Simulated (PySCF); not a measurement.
**Sb²⁺: excitation energy**

Sb²⁺ [Kr] 4d10 5s2 5p1 (2P) → Sb²⁺ [Kr] 4d10 5s1 5p2 (4P), as a difference of total energies. All numbers are calculated (PySCF 2.14, the spin-free X2C one-electron Hamiltonian (Gaussian nucleus), in x2c-TZVPPall). Correlated levels: valence and next inner shell: [Ar] 3d10 frozen. The calculations carry no spin-orbit coupling.

```csv
method,excitation energy (eV)
UHF,5.623
MP2 (valence and next inner shell),7.146
SCS-MP2 (valence and next inner shell),7.285
CCSD (valence and next inner shell),7.059
CCSD(T) (valence and next inner shell),7.126
```

Problem. How much does correlation contribute at CCSD(T) (valence and next inner shell)?

Solution. 7.126 − (5.623) = 1.503 eV, measured against UHF.
